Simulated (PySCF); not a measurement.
boroxine cation (B3H3O3), SMILES B1OBOBO1 (connectivity only; charge and spin as stated), charge +1, multiplicity 2.

Geometry optimised at B3LYP-D3(BJ)/def2-SVP. The spin state was assumed, not searched.

Level of theory: PBE/def2-TZVP in PySCF.

Question: Estimate the frontier levels, dipole moment and polarisability. (Estimate from the structure and the level; the computed values follow.)

Answer: 
```json
{
  "α spin, highest occupied and lowest empty level": "-14.54 and -7.89 eV",
  "β spin, highest occupied and lowest empty level": "-14.33 and -13.75 eV",
  "dipole_moment_about_the_centre_of_nuclear_charge": "0.55 D",
  "mean_static_polarisability": "56.0 bohr³ (8.30 Å³)",
  "polarisability_principal_values": "28.1, 59.1, 80.8 bohr³",
  "⟨S²⟩": "0.752 (pure state 0.75)"
}
```
